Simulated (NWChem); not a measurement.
## CHF2 (+1)

```xyz
4

F      1.0521     0.0000    -0.2206
C      0.0000     0.0000     0.4088
F     -1.0521     0.0000    -0.2206
H      0.0000     0.0000     1.5176
```
Charge +1, spin multiplicity 1.

The numbers come from NWChem runs, not from measurements. The geometry was optimised at PBE0/def2-SVP, a minimum by its harmonic frequencies.

Symmetry labels belong to the abelian group C2v used in the runs, with the axes of the coordinates shown.

B3LYP has NWChem's definition, with VWN1-RPA local correlation. The spin multiplicity of the parent species was assumed, not shown to be that of its ground state. The structure started from a generated list of species.

List the lowest 6 singlet excitations that TD-B3LYP/aug-cc-pVDZ, VWN1-RPA local correlation gives, with oscillator strengths.


| state | symmetry | energy (eV) | wavelength (nm) | f |
|---|---|---|---|---|
| 1 | b2 | 7.70 | 161 | 0.006 |
| 2 | a2 | 8.19 | 151 | 0.000 |
| 3 | b1 | 10.33 | 120 | 0.118 |
| 4 | b2 | 12.61 | 98 | 0.005 |
| 5 | a2 | 12.76 | 97 | 0.000 |
| 6 | a1 | 12.80 | 97 | 0.049 |
